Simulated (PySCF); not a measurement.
## Polarisability and C₆ of B (boron, neutral)

[He] 2s2 2p1, 2P determinant. Computed with PySCF 2.14 in ANO-RCC-VTZP (4s3p2d1f, 30 functions), with the spin-free X2C one-electron Hamiltonian (Gaussian nucleus). Coupled (time-dependent) response in atomic units; α is the mean over directions. The basis has no added diffuse functions, which lowers α and C₆.

```tsv
method	mean α (bohr³)	α xx, yy, zz	C₆ (like pair)	S(−4)
UHF	18.43	18.20, 18.88, 18.20	82.64	352.6
PBE	17.25	16.99, 17.76, 16.99	79.01	173.4
PBE0	17.33	17.04, 17.89, 17.04	79.36	178.8
r2SCANh	17.65	17.36, 18.23, 17.36	83.32	187.2
wB97X	17.63	17.47, 17.96, 17.47	81.55	179.4
```

S(−4) is the Cauchy moment in α(ω) = α(0) + S(−4) ω² + …

Reference α: 20.5 ± 0.1 bohr³ (recommended; Schwerdtfeger and Nagle, table of static dipole polarizabilities (2023 update)). Published C₆: 99.50 (Chu and Dalgarno (2004); Tang, Norbeck and Certain (1976)).

α(iu) at PBE0:

| u (hartree) | α(iu) (bohr³) |
| --- | --- |
| 0 | 17.33 |
| 0.0500 | 16.90 |
| 0.100 | 15.78 |
| 0.200 | 12.73 |
| 0.300 | 9.875 |
| 0.500 | 5.995 |
| 0.750 | 3.494 |
| 1.00 | 2.233 |
| 1.50 | 1.119 |
| 2.00 | 0.6717 |
| 3.00 | 0.3265 |
| 5.00 | 0.1347 |

A single London oscillator, α(iu) = α/(1 + u²/ω²), gives C₆ = (3/4) ω α². Matching the computed C₆ needs ω = 4 × 79.36 / (3 × 17.33²) = 0.352 hartree.

The components differ because the open shell of this determinant is not spherical; for a pure term their mean is the scalar polarisability.
